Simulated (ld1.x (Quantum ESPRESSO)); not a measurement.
Before and after: PAW potential for Ag

silver, PAW, made with ld1.x (Quantum ESPRESSO) 7.5 (PBEsol, scalar-relativistic). Core [Ar] 3d10, reference 4s2 4p6 4d9 5s2 5p0. Waves: 4s (bound): rcut 1.60, rcutus 1.75 bohr; 5s (bound): rcut 1.60, rcutus 1.75 bohr; 4p (bound): rcut 1.35, rcutus 1.70 bohr; 5p (bound, empty): rcut 1.35, rcutus 1.70 bohr; 4d (bound): rcut 1.80, rcutus 2.00 bohr; 4d channel at -0.15 Ry: rcut 1.80, rcutus 2.00 bohr. Local part: all-electron potential smoothed inside 1.70 bohr (lloc = -2). Core correction: a·sin(br)/r model core, default radius (ld1.x builds one for every PAW set, though the input has nlcc=.false.). Augmentation charge: BESSEL, radius 1.55 bohr.

Change: waves 4p (bound): rcut 1.35, rcutus 1.82 bohr; 5p (bound): rcut 1.35, rcutus 1.82 bohr.

Cutoffs: the cutoffs (Ry, on a coarse ladder) from which the occupation-weighted sum of valence levels, in a spherical-Bessel basis at the reference potential, stays within 10 and 1 mRy of its value at 400 Ry; they do not see the model core or the augmentation charge, which bear on the density cutoff. Errors are all-electron minus pseudo energies relative to the spin-unpolarised reference configuration.

Task: How do hardness, ghosts and transferability respond?

Result: The potential gets softer (40 Ry and 70 Ry → 35 Ry and 60 Ry); of the 6 tests that both files solve, the error grows in 4 and shrinks in 1 by more than 15 % and 0.3 meV (median size 2.0 → 2.4 meV); neither file shows a bound ghost at the reference potential, the only one tested. A larger radius leaves more room for a smooth pseudo-wave, so fewer plane waves are needed.

```csv
quantity,base,changed
"cutoff, loose",40 Ry,35 Ry
"cutoff, tight",70 Ry,60 Ry
loose cutoff by channel (10 mRy a level),"s 30 Ry, p 25 Ry, d 21 Ry","s 30 Ry, p 21 Ry, d 21 Ry"
bound ghosts,none,none
"tests counted (converged, no solver errors)",6 of 7,6 of 7
"error for 4s2 4p6 4d10 5s1 5p0, meV [ΔE -4.05 eV]",-2.1,-2.5
"error for 4s2 4p6 4d10 5s0 5p0, meV [ΔE 3.69 eV]",-4.4,-5.4
"error for 4s2 4p6 4d9 5s0 5p0, meV [ΔE 25.81 eV]",+1.1,+0.8
"error for 4s2 4p6 4d10 5s0.5 5p0, meV [ΔE -1.03 eV]",-2.8,-3.4
"error for 4s2 4p6 4d9 5s1 5p0, meV [ΔE 9.11 eV]",+0.3,+0.2
"error for 4s2 4p6 4d10 5s0 5p1, meV [ΔE -0.12 eV]",-2.0,-2.4
s: phases at 2.21 bohr within 0.05 rad from the reference energy up to (Ry; the scan ends near 5),to the end of the scan,to the end of the scan
p: phases at 2.21 bohr within 0.05 rad from the reference energy up to (Ry; the scan ends near 5),to the end of the scan,to the end of the scan
d: phases at 2.21 bohr within 0.05 rad from the reference energy up to (Ry; the scan ends near 5),to the end of the scan,to the end of the scan
lowest overlap eigenvalue by channel,"s 0.08, p 0.08, d 1.00","s 0.08, p 0.08, d 1.00"
```

Base: Tests not counted: 4s2 4p6 4d7 5s0 5p0 (solver errors, printed error -2639 eV). Changed file: Tests not counted: 4s2 4p6 4d7 5s0 5p0 (solver errors, printed error -2726 eV).
